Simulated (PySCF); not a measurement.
C3H7NSi, SMILES C#CCN[SiH3]. Atoms are numbered in the order given.

```xyz
12

C      2.1755     1.6020     0.3493
C      1.5760     0.5526     0.4785
C      0.8289    -0.7074     0.5854
N     -0.1846    -0.9096    -0.4406
Si    -1.7405    -0.1249    -0.3823
H      2.7039     2.5312     0.2421
H      0.3408    -0.7504     1.5765
H      1.5460    -1.5494     0.5762
H      0.2269    -1.0280    -1.3641
H     -2.3285    -0.4089     0.9610
H     -2.5708    -0.7260    -1.4662
H     -1.7415     1.3642    -0.5686
```

Coordinates come from a r2SCAN-D4/def2-SVP optimisation. The values are those of a single conformer.

These are HF/def2-TZVP run with PySCF values and carry that method's errors.

The molecule is in vacuum.

```
Property                                                                                                       Result
---------------------------------------------------------------------------------------------  ----------------------
total energy                                                                                       -461.07729 hartree
highest occupied level                                                                                      -10.39 eV
lowest empty level                                                                                            3.15 eV
orbital gap                                                                                                  13.53 eV
dipole moment                                                                                                  0.80 D
quadrupole, principal values (traceless, Buckingham form, about the centre of nuclear charge)   -2.68, 0.43, 2.25 D·Å
mean static polarisability                                                                       62.9 bohr³ (9.31 Å³)
polarisability, principal values                                                               51.8, 58.4, 78.3 bohr³
```
